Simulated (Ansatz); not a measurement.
**Relative stability**

Two relaxed structures of LiSiH2Te, doublet (PBE0-D4/def2-TZVP; forces vanish, vibrations not checked).

A:

Li1  (-0.266, -0.047, 1.765)
Te2  (1.455, -1.350, 0.439)
Si3  (0.248, 0.410, -0.726)
H4  (-0.706, -0.026, -1.794)
H5  (-0.731, 1.012, 0.316)
(Å)

B:

```
5
angstrom
Li 0.0140 0.0929 1.8365
Te 0.8380 -1.9240 0.3520
Si 0.7040 0.5927 -0.4804
H 2.4739 -1.8793 0.6302
H -0.7239 0.5898 0.2052
```

Ansatz 0.2.0; basis: def2-TZVPP; cores frozen in the correlated methods; orbitals are unrestricted. Filled d shells of the heavier atoms are correlated. Core potentials replace the inner electrons of the atoms past krypton. The outer core shell of Li, Na, Mg and K is correlated. The def2 sets are not built for correlating such inner shells, so the correlated values are less sure here. B3LYP uses VWN-RPA correlation.

**Question.** Which structure is lower at CCSD(T), and by how much? (Judge from chemistry; the value comes from the calculation.)

**Answer.** The calculation gives: A, by 0.944 eV (electronic energy, against the other). By their contacts, A is LiSiH₂Te ([H]1[Li]2[Te][SiH]12) and B is LiSiH₂Te ([H]1[Li]2[TeH][Si]12).

All methods give the same order:

```tsv
method	E(B) − E(A) (eV)
PBE-D4	0.892
r2SCAN-D4	1.027
PBE0-D4	0.959
B3LYP-D4	0.953
wB97M-V	0.965
HF	1.124
MP2	1.096
CCSD	0.946
CCSD(T)	0.944
```

No T1 diagnostic of these runs exceeds 0.019. ⟨S²⟩ of the unrestricted Hartree–Fock references: 0.77 to 0.78 (a pure state has 0.75).

Labels in which every atom is bracketed show which atoms are joined, not bond orders.

For scale, one of the runs: CCSD(T)/def2-TZVPP, 139 basis functions, launched by `ansatz run in.yaml --threads 2 --pin off --events-out ev --progress --plain --max-ram 4352MiB`. The run took 29 s on 2 CPU threads of an Intel Xeon 6975P-C (shared host), with 2.2 GiB of host memory at its peak.
